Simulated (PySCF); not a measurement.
# Spinor energies of Ce⁴⁹⁺ (cerium, charge +49)

Start: [He] 2s2 2p5; 2p1/2 filled at m_j = -1/2, +1/2; 2p3/2 filled at m_j = -1/2, +1/2, +3/2. Calculated with PySCF 2.14 in an even-tempered Gaussian basis (17 s from 28 bohr⁻², ratio 2.4; 13 p from 37 bohr⁻², ratio 2.4; 5 d from 130 bohr⁻², ratio 2.6; 4 f from 200 bohr⁻², ratio 2.6): generalised Hartree-Fock with the X2C-1e Hamiltonian and a Gaussian nucleus; one run each with spin-orbit coupling (SO) switched off, then screened by Boettger's factors.

```csv
spinor shell,electrons,"ε, spin-free (eV)","ε, screened SO (eV)",weight of nominal j (screened SO),"rms radius, screened SO (bohr)"
1s1/2,2,-44452.3,-44441.9,1.000,0.0280
2s1/2,2,-10059.6,-10056.7,1.000,0.111
2p1/2,2,-9433.2,-9758.8,0.999,0.0948
2p3/2,3,-9433.2,-9287.6,1.000,0.100
```

```json
{"quantity": "E (hartree)", "spin-free": "-6154.02603", "screened SO": "-6162.40435"}
{"quantity": "M_J", "spin-free": "3/2", "screened SO": "3/2"}
{"quantity": "⟨J²⟩", "spin-free": "3.750", "screened SO": "3.750"}
{"quantity": "⟨L²⟩", "spin-free": "2.000", "screened SO": "2.009"}
{"quantity": "⟨S²⟩", "spin-free": "0.750", "screened SO": "0.759"}
```

Each row is a mean over spinors that exchange with the open shell spreads, by up to 48.091 eV (2s1/2).

Breit and QED terms are absent; they matter most for the inner s and p1/2 levels.

Densities and radii are taken from the X2C orbitals without a picture-change correction, which distorts them close to the nucleus.

Without spin-orbit coupling the j labels of p, d and f shells carry no meaning; the spin-free column gives the mean over the occupied spinors of each nl shell.
